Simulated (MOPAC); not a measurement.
Input for MOPAC: PM6 on H2OTe (SMILES O[TeH]), a point of a torsion scan.

```
PM6 1SCF PRECISE CHARGE=0 THREADS=1
H2OTe

O     -1.01254252 1     0.34923916 1     0.36933657 1
Te     0.86082772 1     0.69467204 1    -0.26254888 1
H     -1.41391875 1    -0.29722832 1    -0.20782286 1
H      0.72974823 1     2.21582344 1     0.31895914 1
```

The log:

```
*******************************************************************************
 **                                                                           **
 **                              MOPAC v23.2.5                                **
 **                                                                           **
 *******************************************************************************
 ** MOPAC's Digital Object Identifier: https://doi.org/10.5281/zenodo.6511958 **
 **                                                                           **
 ** Please cite the open-source release paper for use of this MOPAC version:  **
 ** J. E. Moussa and J. J. P. Stewart (2026)                                  **
 ** MOPAC: An open-source semiempirical molecular orbital program             **
 ** J. Open Source Softw., 11(119), 8025, https://doi.org/10.21105/joss.08025 **
 *******************************************************************************

                              PM6 CALCULATION RESULTS

 *******************************************************************************
 *  PM6        - The PM6 Hamiltonian to be used
 *
 *
 *
 *                 CHARGE ON SYSTEM = 0
 *
 *
 *
 *  PRECISE    - TIGHTER CRITERIA TO BE USED
 *  1SCF       - DO 1 SCF AND THEN STOP
 *  THREADS=1  - MULTI-THREADING NOT USED
 *  T=         - A TIME OF 172800.0 SECONDS REQUESTED
 *  DUMP=N     - RESTART FILE WRITTEN EVERY 7200.0 SECONDS REQUESTED
 *******************************************************************************
PM6 1SCF PRECISE CHARGE=0 THREADS=1
 H2OTe

   ATOM   CHEMICAL          X               Y               Z
  NUMBER   SYMBOL      (ANGSTROMS)     (ANGSTROMS)     (ANGSTROMS)

     1       O         -1.01254252  *   0.34923916  *   0.36933657  *
     2      Te          0.86082772  *   0.69467204  *  -0.26254888  *
     3       H         -1.41391875  *  -0.29722832  *  -0.20782286  *
     4       H          0.72974823  *   2.21582344  *   0.31895914  *



          CARTESIAN COORDINATES

    NO.       ATOM           X           Y           Z

     1         O         -1.0125      0.3492      0.3693
     2        Te          0.8608      0.6947     -0.2625
     3         H         -1.4139     -0.2972     -0.2078
     4         H          0.7297      2.2158      0.3190

 General Reference for PM6:
 "Optimization of Parameters for Semiempirical Methods V: Modification of NDDO Approximations
 and Application to 70 Elements", J. J. P. Stewart, J. Mol. Mod., 13, 1173-1213 (2007)
 URL: https://link.springer.com/article/10.1007/s00894-007-0233-4

           Empirical Formula: H2 O Te  =     4 atoms



      MOLECULAR POINT GROUP   :   C1


      RHF CALCULATION, NO. OF DOUBLY OCCUPIED LEVELS = 7


 -------------------------------------------------------------------------------
 PM6 1SCF PRECISE CHARGE=0 THREADS=1
 H2OTe



     1SCF WAS SPECIFIED, SO BFGS WAS NOT USED
     SCF FIELD WAS ACHIEVED


                              PM6 CALCULATION
                                                       MOPAC v23.2.5 Linux




          FINAL HEAT OF FORMATION =        -24.12879 KCAL/MOL =    -100.95484 KJ/MOL


          COSMO AREA              =         86.25 SQUARE ANGSTROMS
          COSMO VOLUME            =         71.53 CUBIC ANGSTROMS

          IONIZATION POTENTIAL    =          8.604628 EV
          HOMO LUMO ENERGIES (EV) =         -8.605 -1.274
          NO. OF FILLED LEVELS    =          7
          MOLECULAR WEIGHT        =        145.6152         POINT GROUP:  C1

          MOLECULAR DIMENSIONS (Angstroms)

            Atom       Atom       Distance
            H     4    H     3     3.34488
           Te     2    O     1     1.47541
            O     1    H     4     0.30123


          SCF CALCULATIONS        =          1





   ATOM   CHEMICAL          X               Y               Z
  NUMBER   SYMBOL      (ANGSTROMS)     (ANGSTROMS)     (ANGSTROMS)

     1       O         -1.01254252  *   0.34923916  *   0.36933657  *
     2      Te          0.86082772  *   0.69467204  *  -0.26254888  *
     3       H         -1.41391875  *  -0.29722832  *  -0.20782286  *
     4       H          0.72974823  *   2.21582344  *   0.31895914  *

                             CARTESIAN COORDINATES

   1    O       -1.012542520     0.349239160     0.369336570
   2   Te        0.860827720     0.694672040    -0.262548880
   3    H       -1.413918750    -0.297228320    -0.207822860
   4    H        0.729748230     2.215823440     0.318959140


           Empirical Formula: H2 O Te  =     4 atoms



      MOLECULAR POINT GROUP   :   C1


                  EIGENVALUES
 -72.10105 -28.03136 -16.63086 -13.85150 -12.45929 -11.10191  -8.60463  -1.27362
   1.93775   5.87632


              NET ATOMIC CHARGES AND DIPOLE CONTRIBUTIONS

  ATOM NO.   TYPE          CHARGE      No. of ELECS.   s-Pop       p-Pop
    1          O          -0.776153        6.7762     1.75129     5.02486
    2         Te           0.256122        5.7439     1.94626     3.79762
    3          H           0.338716        0.6613     0.66128
    4          H           0.181315        0.8187     0.81869
 DIPOLE           X         Y         Z       TOTAL
 POINT-CHG.     3.169     0.999    -1.760     3.760
 HYBRID        -0.469     0.543     0.204     0.746
 SUM            2.700     1.542    -1.557     3.477


          ATOMIC ORBITAL ELECTRON POPULATIONS

     Atom    s        px        py        pz
    1  O   1.75129   1.54155   1.74635   1.73697
    2 Te   1.94626   0.78737   1.22540   1.78485
    3  H   0.66128
    4  H   0.81869

 **********************
 *                    *
 * JOB ENDED NORMALLY *
 *                    *
 **********************




 == MOPAC DONE ==
```

The run finished.

Cost: around 0.03 core-seconds (rough).
